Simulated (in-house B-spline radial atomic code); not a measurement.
A fraction x of an electron is removed from 4f in Dy3+, starting from [Xe] 4f9 and keeping the highest spin. Level of theory: scalar-relativistic (X2C) AM05, spin-polarised, spherical fractional occupations, Fermi nucleus of rms radius 5.2218 fm; calculated with a B-spline radial code for spherical atoms.

```
   x  E(x) - E(0) (eV)  4f down level (eV)
   0            0.0000             -32.470
0.02            0.6531             -32.840
0.22            7.5941             -36.588
 0.3           10.5821             -38.114
0.39           14.0904             -39.851
 0.5           18.5918             -41.999
0.52           19.4357             -42.392
0.71           27.8485             -46.177
 0.8           32.0862             -47.998
0.97           40.5414             -51.486
```
